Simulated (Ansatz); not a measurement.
Ansatz (a quantum-chemistry and plane-wave program) input (HF/aug-cc-pVTZ):

Ansatz 0.2 input:
```yaml
crystal:
  periodic: [false, false, false]
  atoms:
    - {symbol: C, position_ang: [-0.96798096, -1.14464249, -0.39569881]}
    - {symbol: C, position_ang: [0.21044488, -0.29318196, -0.04211909]}
    - {symbol: C, position_ang: [1.55264099, -0.94862034, -0.02363390]}
    - {symbol: C, position_ang: [0.05025823, 1.04512303, 0.25357996]}
    - {symbol: O, position_ang: [-1.00247187, 1.75129764, 0.28449531]}
    - {symbol: H, position_ang: [-1.11070197, -1.99527446, 0.29582404]}
    - {symbol: H, position_ang: [-1.87181333, -0.53147957, -0.36753207]}
    - {symbol: H, position_ang: [-0.89117574, -1.59364364, -1.40299560]}
    - {symbol: H, position_ang: [1.84388399, -1.38535606, -0.99883485]}
    - {symbol: H, position_ang: [2.32972068, -0.22466816, 0.24793753]}
    - {symbol: H, position_ang: [1.62471577, -1.78633187, 0.69721427]}
    - {symbol: H, position_ang: [1.02296678, 1.55430317, 0.49965522]}
basis:
  gaussian:
    orbitals: aug-cc-pVTZ
hamiltonian:
  xc: hf
total_charge: -1
```

End of the output:

```
integrals: 0.42 GiB planned
1699 factors; their error is unknown
mean field: 2.87 GiB planned
mean field evaluation 1: about -6267.7708 eV, gradient 3.5e1 eV
mean field evaluation 2: about -6270.4234 eV, gradient 1.9e1 eV
mean field evaluation 4: about -6271.1127 eV, gradient 1.5e0 eV
mean field evaluation 8: about -6271.1206 eV, gradient 7.4e-2 eV
mean field -6271.14340565 eV, -230.4602694239 hartree, gradient 2.9e-5 eV, S^2 0.000000; 0 other end points of the search recorded, 0 dependent functions left out
reference -6271.14340565 eV, -230.4602694239 hartree; 20, 20 occupied and 371, 371 virtual orbitals, 1699 factors
Total energy: -6271.14340565 eV, -230.4602694239 hartree
```

It need not be the lowest isomer of its formula. Whether it binds its extra electron was not tested at this geometry.
